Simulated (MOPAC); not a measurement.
Job for MOPAC: PM6 on GeAs, 2S+1 = 2, a spin state set in the input, which need not be the lowest, a point of a bond scan (R = 2.253 Å).

```
PM6 1SCF PRECISE CHARGE=0 UHF MS=0.5 THREADS=1
AsGe

Ge     0.00000000 1     0.00000000 1     0.00000000 1
As     0.00000000 1     0.00000000 1     2.25264700 1
```

The log:

```
*******************************************************************************
 **                                                                           **
 **                              MOPAC v23.2.5                                **
 **                                                                           **
 *******************************************************************************
 ** MOPAC's Digital Object Identifier: https://doi.org/10.5281/zenodo.6511958 **
 **                                                                           **
 ** Please cite the open-source release paper for use of this MOPAC version:  **
 ** J. E. Moussa and J. J. P. Stewart (2026)                                  **
 ** MOPAC: An open-source semiempirical molecular orbital program             **
 ** J. Open Source Softw., 11(119), 8025, https://doi.org/10.21105/joss.08025 **
 *******************************************************************************

                              PM6 CALCULATION RESULTS

 *******************************************************************************
 *  PM6        - The PM6 Hamiltonian to be used
 *  UHF        - UNRESTRICTED HARTREE-FOCK CALCULATION
 *
 *
 *
 *                 CHARGE ON SYSTEM = 0
 *
 *
 *
 *  MS=        - IN MECI, MAGNETIC COMPONENT OF SPIN =  0.5
 *  PRECISE    - TIGHTER CRITERIA TO BE USED
 *  1SCF       - DO 1 SCF AND THEN STOP
 *  THREADS=1  - MULTI-THREADING NOT USED
 *  T=         - A TIME OF 172800.0 SECONDS REQUESTED
 *  DUMP=N     - RESTART FILE WRITTEN EVERY 7200.0 SECONDS REQUESTED
 *******************************************************************************
PM6 1SCF PRECISE CHARGE=0 UHF MS=0.5 THREADS=1
 AsGe

   ATOM   CHEMICAL          X               Y               Z
  NUMBER   SYMBOL      (ANGSTROMS)     (ANGSTROMS)     (ANGSTROMS)

     1      Ge          0.00000000  *   0.00000000  *   0.00000000  *
     2      As          0.00000000  *   0.00000000  *   2.25264700  *



          CARTESIAN COORDINATES

    NO.       ATOM           X           Y           Z

     1        Ge          0.0000      0.0000      0.0000
     2        As          0.0000      0.0000      2.2526

 General Reference for PM6:
 "Optimization of Parameters for Semiempirical Methods V: Modification of NDDO Approximations
 and Application to 70 Elements", J. J. P. Stewart, J. Mol. Mod., 13, 1173-1213 (2007)
 URL: https://link.springer.com/article/10.1007/s00894-007-0233-4

           Empirical Formula: Ge As  =     2 atoms



      MOLECULAR POINT GROUP   :   C*v


          UHF CALCULATION, NO. OF ALPHA ELECTRONS =    5
                           NO. OF BETA  ELECTRONS =    4

 -------------------------------------------------------------------------------
 PM6 1SCF PRECISE CHARGE=0 UHF MS=0.5 THREADS=1
 AsGe



     1SCF WAS SPECIFIED, SO BFGS WAS NOT USED
     SCF FIELD WAS ACHIEVED


                              PM6 CALCULATION
                                                       MOPAC v23.2.5 Linux




          FINAL HEAT OF FORMATION =        164.34775 KCAL/MOL =     687.63100 KJ/MOL


          COSMO AREA              =        101.70 SQUARE ANGSTROMS
          COSMO VOLUME            =         90.66 CUBIC ANGSTROMS

          IONIZATION POTENTIAL    =          7.855341 EV
          ALPHA SOMO LUMO (EV)    =         -8.425 -1.258
          BETA  SOMO LUMO (EV)    =         -7.855 -2.872
          NO. OF ALPHA ELECTRONS  =          5
          NO. OF BETA  ELECTRONS  =          4
          MOLECULAR WEIGHT        =        147.5116         POINT GROUP:  C*v

          MOLECULAR DIMENSIONS (Angstroms)

            Atom       Atom       Distance
           As     2   Ge     1     2.25265
           As     2   Ge     1     0.00000
           Ge     1   As     2     0.00000


          SCF CALCULATIONS        =          1





   ATOM   CHEMICAL          X               Y               Z
  NUMBER   SYMBOL      (ANGSTROMS)     (ANGSTROMS)     (ANGSTROMS)

     1      Ge          0.00000000  *   0.00000000  *   0.00000000  *
     2      As          0.00000000  *   0.00000000  *   2.25264700  *

                             CARTESIAN COORDINATES

   1   Ge        0.000000000     0.000000000     0.000000000
   2   As        0.000000000     0.000000000     2.252647000


           Empirical Formula: Ge As  =     2 atoms



      MOLECULAR POINT GROUP   :   C*v


          ALPHA EIGENVALUES
 -16.39648 -13.49189  -9.66213  -9.66213  -8.42474  -1.25814  -1.25814   0.93333
  51.16179  51.16179  51.54744  51.54744  51.78497


           BETA EIGENVALUES
 -16.32391 -12.43474  -7.85534  -7.85534  -2.87238  -0.54788  -0.54788   1.69733
  55.00752  55.10908  55.10908  55.70910  55.70910


              NET ATOMIC CHARGES AND DIPOLE CONTRIBUTIONS

  ATOM NO.   TYPE          CHARGE      No. of ELECS.   s-Pop       p-Pop       d-Pop
    1         Ge          -0.131448        4.1314     1.62178     2.50967
    2         As           0.131448        4.8686     1.86938     2.99533     0.00384
 DIPOLE           X         Y         Z       TOTAL
 POINT-CHG.     0.000     0.000     1.422     1.422
 HYBRID        -0.000     0.000     0.045     0.045
 SUM           -0.000     0.000     1.468     1.468


          ATOMIC ORBITAL ELECTRON POPULATIONS

     Atom    s        px        py        pz      x^2-y^2     xz        z^2       yz        xy
    1 Ge   1.62178   0.88698   0.88698   0.73572
    2 As   1.86938   1.11297   1.11297   0.76940   0.00000   0.00006   0.00373   0.00006   0.00000


                    (SZ)    =    0.500000
                    (S**2)  =    1.719786


          ATOMIC ORBITAL SPIN POPULATIONS

    Atom   Total    s     px     py     pz   x^2-y^2  xz     z^2    yz     xy
         Atomic
    1 Ge -0.7289  0.112 -0.684 -0.684  0.528
    2 As  1.7289  0.033  0.684  0.684  0.327  0.000 -0.000 -0.000 -0.000  0.000

 **********************
 *                    *
 * JOB ENDED NORMALLY *
 *                    *
 **********************




 == MOPAC DONE ==
```

The run finished. Its determinant has ⟨S²⟩ = 1.72, a mixture of spin states.

Cost: about 0.03 core-seconds (a rough figure).
